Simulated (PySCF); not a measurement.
## Calculated data, AlBGeH4N, BGeH5NO, AlGeH6NO, AlBGeH5O and others

All values are calculated (PySCF 2.14.0). Calculation on a computer-drawn molecule: the log of a Hartree-Fock and frozen-core CCSD(T) single point meant for a local Hartree-Fock minimum, with one planted fault or none, to be diagnosed. Offsets are logged minus clean, where the clean run is the same molecule without the fault. The reference is restricted for singlets and unrestricted otherwise, and also for a bond in bohr or an excited solution. Adding or removing an electron swaps singlet and doublet. The excited solution moves the top pair (singlet) or top alpha electron (doublet) to the lowest empty orbital. Highest occupied and lowest empty are orbital energies over both spins, largest force is the largest gradient component, triples share is (T) over the correlation energy, the T1 limit is 0.02 restricted and 0.045 unrestricted, electrons count all cores, a negative frequency is imaginary (commonest isotopes), and the dipole is about the centre of nuclear charge; on germanium a core potential holds 10 electrons, which the energies leave out, and 3d is frozen in MP2 and coupled-cluster steps.

Common to all runs: meant basis and core potential on germanium cc-pVDZ-PP ECP10MDF; logged SCF converged yes; logged CC converged yes; logged SCF stable within its kind yes; possible faults no fault, one electron removed, one electron added, multiplicity raised by two, geometry at a saddle point, SCF held on an excited solution, minimal basis STO-3G, one bond length entered in bohr, all coordinates scaled.

(1) AlBGeH4N

Logged structure:
```xyz
8
AlBGeH4N
Al    -1.8810    -1.1544     2.5267
N      0.4946    -0.6661     0.0291
B      1.3350    -0.4929    -0.8542
Ge     2.7059    -0.2109    -2.2941
H     -3.3367    -1.3856     2.0141
H     -1.3234    -1.1078     3.9835
H      3.4599    -1.3714    -2.9020
H      3.0275     1.1708    -2.8157
```

```
meant charge                         : 1
meant multiplicity                   : 1
meant basis                          : cc-pV(D+d)Z
logged electrons                     : 60
logged basis functions               : 94
logged spin squared                  : 0.7409
logged highest occupied              : -11.791 eV
logged lowest empty                  : -4.9253 eV
logged largest force                 : 0.087185 hartree/bohr
logged T1 diagnostic                 : 0.093535
logged D1 diagnostic                 : 0.49735
logged triples share                 : 0.040034
logged dipole magnitude              : 10.698 debye
logged energy HF                     : -616.38677 hartree
logged energy CCSD(T)                : -616.81766 hartree
planted fault                        : one bond length entered in bohr, row 1 of the drawn bonds
HF energy offset from clean run      : 77.95 kcal/mol
CCSD(T) energy offset from clean run : 78.41 kcal/mol
```

Drawn bonds:
```
atom  other atom  order
   1           2      1
   2           3      2
   3           4      1
   1           5      1
   1           6      1
   4           7      1
   4           8      1
```

Notes: T1 above single-reference limit.

(2) BGeH5NO

Logged structure:
```xyz
9
BGeH5NO
B     -1.0634     1.1130     0.4537
N     -0.5993    -0.1983     0.6021
Ge     0.0217    -1.3046    -0.7577
O     -1.0637    -1.1514    -2.1556
H     -1.4234     1.7470     1.4097
H     -1.0975     1.6079    -0.6457
H     -0.5617    -0.5752     1.5315
H     -0.0946    -2.7625    -0.2777
H     -1.2443    -0.2629    -2.4295
```

```
meant charge                         : 0
meant multiplicity                   : 2
meant basis                          : cc-pVDZ
logged electrons                     : 57
logged basis functions               : 90
logged spin squared                  : 3.7765
logged highest occupied              : -5.2946 eV
logged lowest empty                  : -2.7192 eV
logged largest force                 : 0.0407 hartree/bohr
logged T1 diagnostic                 : 0.035938
logged D1 diagnostic                 : 0.21448
logged triples share                 : 0.028843
logged dipole magnitude              : 2.0958 debye
logged energy HF                     : -450.0684 hartree
logged energy CCSD(T)                : -450.64356 hartree
planted fault                        : multiplicity raised by two
HF energy offset from clean run      : 159 kcal/mol
CCSD(T) energy offset from clean run : 160.1 kcal/mol
```

Drawn bonds:
```
atom  other atom  order
   1           2      1
   2           3      1
   3           4      1
   1           5      1
   1           6      1
   2           7      1
   3           8      1
   4           9      1
```

(3) AlGeH6NO

Logged structure:
```xyz
10
AlGeH6NO
O      1.2971    -2.1793     0.5922
Ge    -0.3128    -2.1373    -0.1668
N     -0.8500    -0.4104    -0.4641
Al    -1.1969     0.4787    -1.9666
H      1.9795    -1.7357     0.1098
H     -0.2781    -2.8426    -1.5218
H     -1.1949    -2.8374     0.8589
H     -0.9863     0.0908     0.4002
H     -0.9814    -0.2616    -3.3420
H     -1.6967     1.9718    -1.8624
```

```
meant charge                         : 0
meant multiplicity                   : 1
meant basis                          : cc-pV(D+d)Z
logged electrons                     : 65
logged basis functions               : 104
logged spin squared                  : 0.7593
logged highest occupied              : -15.097 eV
logged lowest empty                  : -7.0187 eV
logged largest force                 : 0.13358 hartree/bohr
logged T1 diagnostic                 : 0.087144
logged D1 diagnostic                 : 0.58342
logged triples share                 : 0.028053
logged dipole magnitude              : 5.0059 debye
logged energy HF                     : -667.80982 hartree
logged energy CCSD(T)                : -668.34662 hartree
planted fault                        : one electron removed
HF energy offset from clean run      : 222.3 kcal/mol
CCSD(T) energy offset from clean run : 250.5 kcal/mol
```

Drawn bonds:
```
atom  other atom  order
   1           2      1
   2           3      1
   3           4      1
   1           5      1
   2           6      1
   2           7      1
   3           8      1
   4           9      1
   4          10      1
```

Notes: T1 above single-reference limit.

(4) AlBGeH5O

Logged structure:
```xyz
9
AlBGeH5O
B     -1.1436    -0.0993     2.3847
Al    -0.6242     0.1351     0.4241
O     -1.1237     1.4446    -0.3567
Ge    -1.3774     2.5744    -1.5704
H     -2.1019    -0.6363     2.7108
H     -0.4989     0.2940     3.2465
H      0.2113    -0.8625    -0.3409
H     -0.8190     3.8523    -1.1215
H     -2.8215     2.6804    -1.7939
```

```
meant charge                         : 0
meant multiplicity                   : 2
meant basis                          : cc-pV(D+d)Z
logged electrons                     : 63
logged basis functions               : 99
logged spin squared                  : 0.7537
logged highest occupied              : -8.5711 eV
logged lowest empty                  : 1.3399 eV
logged largest force                 : 0.047022 hartree/bohr
logged T1 diagnostic                 : 0.014818
logged D1 diagnostic                 : 0.053632
logged triples share                 : 0.021629
logged dipole magnitude              : 0.32425 debye
logged energy HF                     : -637.7337 hartree
logged energy CCSD(T)                : -638.19238 hartree
planted fault                        : all coordinates scaled, by -4.9 %
HF energy offset from clean run      : 13.57 kcal/mol
CCSD(T) energy offset from clean run : 17.89 kcal/mol
```

Drawn bonds:
```
atom  other atom  order
   1           2      1
   2           3      1
   3           4      1
   1           5      1
   1           6      1
   2           7      1
   4           8      1
   4           9      1
```

(5) CH8B2Ge

Logged structure:
```xyz
12
CH8B2Ge
C     -1.1595    -0.0982    -0.0681
B     -1.2316     0.8908    -1.3575
B      0.0673     1.2424    -2.4338
Ge     1.4456     2.8680    -2.1243
H     -0.1697    -0.5941     0.1094
H     -1.9424    -0.9005    -0.1782
H     -1.4409     0.4751     0.8596
H     -2.3165     1.4589    -1.5685
H      0.2650     0.5795    -3.4577
H      1.1570     3.7143    -0.8238
H      2.9158     2.3045    -2.0069
H      1.4056     3.8558    -3.3545
```

```
meant charge                         : 0
meant multiplicity                   : 1
meant basis                          : cc-pVDZ
logged electrons                     : 56
logged basis functions               : 105
logged spin squared                  : 0
logged highest occupied              : -10.293 eV
logged lowest empty                  : 1.5593 eV
logged largest force                 : 0.017106 hartree/bohr
logged T1 diagnostic                 : 0.012406
logged D1 diagnostic                 : 0.033403
logged triples share                 : 0.027174
logged dipole magnitude              : 1.0614 debye
logged energy HF                     : -385.22231 hartree
logged energy CCSD(T)                : -385.7132 hartree
planted fault                        : all coordinates scaled, by +2.7 %
HF energy offset from clean run      : 4.088 kcal/mol
CCSD(T) energy offset from clean run : 2.082 kcal/mol
```

Drawn bonds:
```
atom  other atom  order
   1           2      1
   2           3      1
   3           4      1
   1           5      1
   1           6      1
   1           7      1
   2           8      1
   3           9      1
   4          10      1
   4          11      1
   4          12      1
```

(6) Ge2H5NO

Logged structure:
```xyz
9
Ge2H5NO
O     -2.6237     1.3910     0.7896
Ge    -1.0636     1.0242     0.5573
N     -0.0618     0.1349     1.7378
Ge     1.7180    -0.3817     1.6713
H     -0.2036     1.3548    -0.6538
H     -0.5641    -0.1204     2.5723
H      1.8126    -1.9046     1.7643
H      2.4810     0.2610     2.8297
H      2.2552     0.1124     0.3297
```

```
meant charge                         : 0
meant multiplicity                   : 1
meant basis                          : cc-pVDZ
logged electrons                     : 84
logged basis functions               : 99
logged spin squared                  : 2.023
logged highest occupied              : -5.4456 eV
logged lowest empty                  : 0.94746 eV
logged largest force                 : 0.16323 hartree/bohr
logged T1 diagnostic                 : 0.01948
logged D1 diagnostic                 : 0.095392
logged triples share                 : 0.02531
logged dipole magnitude              : 1.7362 debye
logged energy HF                     : -718.83935 hartree
logged energy CCSD(T)                : -719.39067 hartree
planted fault                        : multiplicity raised by two
HF energy offset from clean run      : 69.31 kcal/mol
CCSD(T) energy offset from clean run : 105.2 kcal/mol
```

Drawn bonds:
```
atom  other atom  order
   1           2      2
   2           3      1
   3           4      1
   2           5      1
   3           6      1
   4           7      1
   4           8      1
   4           9      1
```

(7) BGeH3N

Logged structure:
```xyz
6
BGeH3N
B     -1.6438    -3.6990     0.0973
N     -1.1046    -2.7866     0.7434
Ge    -0.1662    -1.5781     1.7193
H     -2.1628    -4.5538    -0.5153
H     -0.9930    -1.1806     2.9514
H      0.1433    -0.3576     0.8395
```

```
meant charge                         : 0
meant multiplicity                   : 2
meant basis                          : cc-pVDZ
logged electrons                     : 47
logged basis functions               : 66
logged spin squared                  : 3.7761
logged highest occupied              : -4.936 eV
logged lowest empty                  : 0.29495 eV
logged largest force                 : 0.17279 hartree/bohr
logged T1 diagnostic                 : 0.022372
logged D1 diagnostic                 : 0.07433
logged triples share                 : 0.029569
logged dipole magnitude              : 2.5058 debye
logged energy HF                     : -374.05755 hartree
logged energy CCSD(T)                : -374.37743 hartree
planted fault                        : multiplicity raised by two
HF energy offset from clean run      : 118.2 kcal/mol
CCSD(T) energy offset from clean run : 144.4 kcal/mol
```

Drawn bonds:
```
atom  other atom  order
   1           2      2
   2           3      1
   1           4      1
   3           5      1
   3           6      1
```

(8) BGeH4NSi

Logged structure:
```xyz
8
BGeH4NSi
B     -2.4304     3.3950     1.8415
N     -2.2430     2.2129     1.4793
Si    -2.0974     0.5441     1.1227
Ge    -0.5798     0.8267    -0.8221
H     -2.6056     4.5026     2.1803
H     -1.2476     1.6986    -1.9032
H      0.7136     1.5473    -0.3948
H     -0.1653    -0.4956    -1.4936
```

```
meant charge                         : 0
meant multiplicity                   : 1
meant basis                          : cc-pV(D+d)Z
logged electrons                     : 62
logged basis functions               : 94
logged spin squared                  : 0
logged highest occupied              : -7.7668 eV
logged lowest empty                  : 0.62043 eV
logged largest force                 : 2.262e-06 hartree/bohr
logged lowest frequency              : 59.31 cm⁻¹
logged T1 diagnostic                 : 0.017321
logged D1 diagnostic                 : 0.046204
logged triples share                 : 0.036268
logged dipole magnitude              : 2.6454 debye
logged energy HF                     : -663.76587 hartree
logged energy CCSD(T)                : -664.24456 hartree
planted fault                        : no fault
HF energy offset from clean run      : 0 kcal/mol
CCSD(T) energy offset from clean run : 0 kcal/mol
```

Drawn bonds:
```
atom  other atom  order
   1           2      2
   2           3      1
   3           4      1
   1           5      1
   4           6      1
   4           7      1
   4           8      1
```

(9) CH6BGe

Logged structure:
```xyz
9
CH6BGe
C      1.3656     1.8680    -0.4948
B      0.4394     0.7043    -0.0494
Ge     0.1212     0.2301     1.9828
H      1.6273     2.6129     0.2551
H      2.2977     1.3817    -0.8257
H      0.9602     2.3615    -1.3816
H     -0.1295    -0.0473    -0.7798
H     -1.0392     0.7693     2.8043
H      1.0027    -0.7112     2.7882
```

```
meant charge                         : 1
meant multiplicity                   : 1
meant basis                          : cc-pVDZ
logged electrons                     : 47
logged basis functions               : 81
logged spin squared                  : 0.7703
logged highest occupied              : -24.372 eV
logged lowest empty                  : -14.864 eV
logged largest force                 : 0.083779 hartree/bohr
logged T1 diagnostic                 : 0.022855
logged D1 diagnostic                 : 0.09562
logged triples share                 : 0.030386
logged dipole magnitude              : 1.8861 debye
logged energy HF                     : -358.55166 hartree
logged energy CCSD(T)                : -358.89128 hartree
planted fault                        : one electron removed
HF energy offset from clean run      : 364.2 kcal/mol
CCSD(T) energy offset from clean run : 374.5 kcal/mol
```

Drawn bonds:
```
atom  other atom  order
   1           2      1
   2           3      1
   1           4      1
   1           5      1
   1           6      1
   2           7      1
   3           8      1
   3           9      1
```

(10) AlGeH8NSi

Logged structure:
```xyz
12
AlGeH8NSi
N      0.0185     0.8830    -2.7311
Ge    -0.1619    -0.4768    -1.4569
Al    -2.3158    -0.4534    -0.1476
Si     1.8302    -0.3643    -0.1008
H     -0.6591     0.8136    -3.4730
H     -0.0800     1.8043    -2.3369
H     -0.0716    -1.7864    -2.2680
H     -3.3948     0.6814    -0.3940
H     -2.6142    -1.5612     0.9442
H      3.0482    -0.5269    -0.9279
H      1.8040    -1.4272     0.9351
H      1.8986     0.9482     0.5918
```

```
meant charge                         : 0
meant multiplicity                   : 1
meant basis                          : cc-pV(D+d)Z
logged electrons                     : 74
logged basis functions               : 123
logged spin squared                  : 0
logged highest occupied              : -8.9081 eV
logged lowest empty                  : 0.60835 eV
logged largest force                 : 9.277e-06 hartree/bohr
logged lowest frequency              : 65.552 cm⁻¹
logged T1 diagnostic                 : 0.013034
logged D1 diagnostic                 : 0.033852
logged triples share                 : 0.025891
logged dipole magnitude              : 1.4619 debye
logged energy HF                     : -883.33671 hartree
logged energy CCSD(T)                : -883.85683 hartree
planted fault                        : no fault
HF energy offset from clean run      : 0 kcal/mol
CCSD(T) energy offset from clean run : 0 kcal/mol
```

Drawn bonds:
```
atom  other atom  order
   1           2      1
   2           3      1
   2           4      1
   1           5      1
   1           6      1
   2           7      1
   3           8      1
   3           9      1
   4          10      1
   4          11      1
   4          12      1
```
